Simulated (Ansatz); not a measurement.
Ge-H bond lengths (Å) of neutral closed-shell molecules, written as SMILES: in each the longest such bond at B3LYP-D3(BJ)/def2-TZVP (Ansatz, a program for electronic structure), beside the same bond after optimisation at PBE/6-31G* with LANL2DZ past Ar (Ansatz) from that structure, whose symmetry is kept, so that a structure may be a saddle point there. 6-31G* holds six Cartesian d functions. LANL2DZ carries core potentials. B3LYP-D3(BJ)/def2-TZVP serves to compare with and is no measurement.

The rows were drawn at random among computed neutral closed-shell members with both values; the withheld row is one of them. Species whose geometry shows other bonds than their SMILES are left out. Runs that failed or changed their bonding are left out, and none for the size of its difference.

```csv
species,PBE/6-31G* with LANL2DZ past Ar (Ansatz) (x),B3LYP-D3(BJ)/def2-TZVP (y)
C[O][GeH]([O]C)[O]C [trimethoxygermane],1.576,1.543
CC(=O)[O][GeH3],1.557,1.534
N[CH2][GeH2][CH2]N [aminomethylgermylmethanamine],1.565,1.542
[GeH2]([Br])[Br] [dibromogermane],1.550,1.530
[GeH2] (GeH2),1.639,1.599
```

Task: Fit y = a + b·x by least squares, and use it for [F][GeH]([F])[F] [trifluorogermane], where PBE/6-31G* with LANL2DZ past Ar (Ansatz) gives 1.545 Å.

Result: Means: x 1.57740, y 1.54960. Sums about the means: Sxx 0.0051172, Sxy 0.0040018. Slope b = Sxy/Sxx = 0.782, intercept a = mean y - b·mean x = 0.3161; the rows scatter about the line by 0.0028 (root mean square), r² = 0.99. A constant shift would give 1.517 Å. Prediction for [F][GeH]([F])[F] [trifluorogermane]: 1.524 Å. It lies outside the range of the table, so the fit extrapolates. The length at B3LYP-D3(BJ)/def2-TZVP is 1.517 Å, so the fit misses by +0.007 Å, against +0.028 Å without it. The fit is meant for species like these alone.
